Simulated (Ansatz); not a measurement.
F₃H₃SiSn, SMILES `[F][Sn]([F])([F])[SiH3]`. The species carries charge 0 and has multiplicity 1. Correlated methods include outer-core shells of Sn, which these sets cover unevenly. Sn: def2 effective core potential.

```xyz
8

F     2.1749    1.3267    0.5115
Sn    0.7425    0.1211    0.8506
F     1.6283   -1.4805    1.3713
F     0.0012    0.7654    2.4803
Si   -0.9312   -0.1493   -1.0683
H    -0.1641   -0.6638   -2.2240
H    -1.9514   -1.1120   -0.5979
H    -1.5001    1.1924   -1.3236
```

Q: Give the diagnostics of a CCSD(T)/def2-TZVPP run (frozen core, the Gaussian-basis code of Ansatz). (Estimate.)

A: Computed: T1 = 0.0148, largest single amplitude 0.036, largest double 0.039, (T) share of the correlation energy 2.9 %, 9 CCSD cycles. The RHF solution is stable towards an unrestricted one. T1 lies under the customary mark of 0.02 for closed shells.
